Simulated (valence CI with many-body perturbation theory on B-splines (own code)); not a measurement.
Results of a calculation; reference values are marked as such.
**Ni22+: what each term of the Hamiltonian does**

Level of theory: configuration interaction combined with many-body perturbation theory (CI+MBPT): four valence electrons over a frozen Dirac-Fock core [He], radial functions for each j: 11 s, 11 p, 9 d, 7 f, 5 g, 2 h, 1 i, with the one-electron correlation potential Σ1 (screened to all orders), the two-electron term Σ2, the three-electron term Σ3, Breit, model QED; selected single and double excitations, second order for the rest (own B-spline code, finite nucleus).

No measured levels were compared; by estimate levels of excited configurations hold to 0.05 to 0.15 % of their energy, terms of the ground configuration to about 0.5 %. Among the levels kept, up to 270 cm⁻¹ of a level comes from second order outside the variational space, and about a tenth of that is noise between levels of different J, which matters for small intervals.

Each rung adds one term. CI alone is the Dirac-Coulomb CI over the frozen core; QED comes last and gives the full result, which names the levels. Energies are above 2s²2p² ³P_0 on the same rung, in cm⁻¹.

Names give the largest LS component (configuration and term), which can be under half, so a name can repeat, a term be missing and a line seem to break the LS rules; names also repeat where a configuration has a term twice.

| Level | CI alone | + Σ1 | + Σ2 | + Σ3 | + Breit | Full |
| --- | --- | --- | --- | --- | --- | --- |
| 2s²2p² ³P_1 | 113235 | 113383 | 113209 | 113263 | 109358 | 109715 |
| 2s²2p² ³P_2 | 168985 | 169157 | 169100 | 169061 | 161505 | 161908 |
| 2s²2p² ¹D_2 | 333381 | 333678 | 333742 | 333589 | 324005 | 324667 |
| 2s²2p² ¹S_0 | 470481 | 470747 | 471603 | 471158 | 464577 | 465066 |
| 2s2p³ ⁵S°_2 | 595987 | 594798 | 594189 | 594434 | 590177 | 586175 |
| 2s2p³ ³D°_1 | 902195 | 900991 | 900106 | 899794 | 898334 | 894200 |
| 2s2p³ ³D°_2 | 908920 | 907748 | 906934 | 906667 | 903853 | 899794 |
| 2s2p³ ³D°_3 | 955895 | 954784 | 953926 | 953673 | 944948 | 941031 |
| 2s2p³ ³P°_0 | 1073140 | 1072050 | 1071550 | 1071150 | 1068680 | 1064760 |
| 2s2p³ ³P°_1 | 1089230 | 1088160 | 1087380 | 1086960 | 1082420 | 1078550 |
| 2s2p³ ³P°_2 | 1117980 | 1116940 | 1116110 | 1115690 | 1108720 | 1104930 |
| 2s2p³ ³S°_1 | 1263820 | 1262660 | 1259430 | 1258470 | 1255060 | 1250950 |
| 2s2p³ ¹D°_2 | 1320500 | 1319460 | 1317260 | 1316430 | 1308900 | 1305060 |
| 2s2p³ ¹P°_1 | 1476650 | 1475660 | 1473250 | 1472250 | 1465170 | 1461420 |
| 2p⁴ ³P_2 | 1881370 | 1878870 | 1875440 | 1874550 | 1873420 | 1864890 |
| 2p⁴ ³P_0 | 1993000 | 1990560 | 1987240 | 1986320 | 1985900 | 1977530 |
| 2p⁴ ³P_1 | 2017570 | 2015210 | 2011790 | 2010910 | 2007450 | 1999250 |
| 2p⁴ ¹D_2 | 2101330 | 2098980 | 2095900 | 2095010 | 2089190 | 2080960 |
| 2p⁴ ¹S_0 | 2368800 | 2366620 | 2363720 | 2362700 | 2358090 | 2350250 |

(1) How does the ionisation energy move along the ladder, and which term matters most?

## Answers

(1) CI alone 2011.9, + Σ1 2012.2, + Σ2 2012.2, + Σ3 2012.1, + Breit 2010.8, + QED 2010.8 eV. The largest step is Breit, -1.4 eV. NIST lists 2008.1 ± 1.3 eV (semi-empirical).
